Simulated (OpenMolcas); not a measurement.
## 4s² 4p⁴ along the 34-electron sequence

| Item | Value |
| --- | --- |
| Program | OpenMolcas |
| Method | CASSCF |
| Basis | ANO-R2 |
| Scalar Hamiltonian | X2C, finite nucleus |
| Spin-orbit coupling | state interaction with AMFI integrals over the reference wave functions, term energies averaged over their components |

Active space for each ion: 6 electrons in 4 orbitals (4s 4p).

Computed levels in cm-1 above ³P₂:

```tsv
Level	Se	Br+	Kr2+
³P₁	1812	2822	4069
³P₀	2367	3536	4877
¹D₂	11782	14441	17054
¹S₀	21789	26696	31551
weight of ³P in the lowest level (%)	99	98	98
```

Measured, with the error of the calculation in %. Measured levels: Se, Br+ from NIST Handbook of Basic Atomic Spectroscopic Data; Kr2+ from Saloman, J. Phys. Chem. Ref. Data 36, 215 (2007).

| Level | Se | Br+ | Kr2+ |
| --- | --- | --- | --- |
| ³P₁ | 1989 (-8.9) | 3136 (-10.0) | 4548 (-10.5) |
| ³P₀ | 2534 (-6.6) | 3837 (-7.8) | 5313 (-8.2) |
| ¹D₂ | 9576 (+23.0) | 12089 (+19.5) | 14644 (+16.5) |
| ¹S₀ | 22446 (-2.9) | 27867 (-4.2) | 33080 (-4.6) |

The fine-structure level ³P₀ changes by a factor of 2.06 from Se to Kr2+. Its fourth root runs 6.98, 7.71, 8.36, with steps per unit of Z of 0.74, 0.65; equal steps would mean a (Z - σ)^4 law with constant σ.

¹D₂ changes by a factor of 1.45 over the same range, with steps per unit of Z of +2660, +2610 cm-1.

Without dynamic correlation excited terms often stand tens of per cent too high (terms of higher spin than the ground term too low), and those without a measured partner can miss by more than the paired ones (holds for Se; Br+). Measured partners are found by configuration, term and J. A level has none where our copy of the source lacks it or the pairing is in doubt (some pairs that miss far off the trend of their configuration count as doubtful), and it then counts in no deviation. Only configurations of the active space appear.
